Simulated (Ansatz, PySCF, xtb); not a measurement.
Gas-phase reaction in SMILES: NB(N)[O-] -> [NH-]B(N)O
Geometries: B3LYP-D3(BJ)/def2-TZVP minima from Ansatz (a quantum-chemistry and plane-wave program), one conformer each, not searched for the lowest.

Property: isomerisation energy (enthalpy at 298 K, with B3LYP-D3(BJ) rigid-rotor harmonic-oscillator terms from PySCF), in eV. Cores are frozen in the correlated levels unless marked. Spin-orbit coupling is left out. Non-relativistic. Anions need diffuse functions: aug- sets have them; def2-D sets add few; the other sets have none. CBS(X,Y): correlation extrapolated as X^-3; Hartree-Fock from the larger set.

```tsv
level	program	isomerisation energy (eV)
GFN1-xTB	xtb	1.26
GFN2-xTB	xtb	0.69
HF/aug-cc-pVQZ	Ansatz	0.55
LC-wPBE/def2-TZVPD	Ansatz	0.59
MP2/6-31G*	Ansatz	0.77
MP2/cc-pVTZ	Ansatz	0.59
```

Question: Estimate the value at CCSD(T)/CBS(aug-cc-pVTZ,aug-cc-pVQZ) as computed with Ansatz.

Answer: 0.53 eV, so MP2/cc-pVTZ differs from it by 0.06 eV.
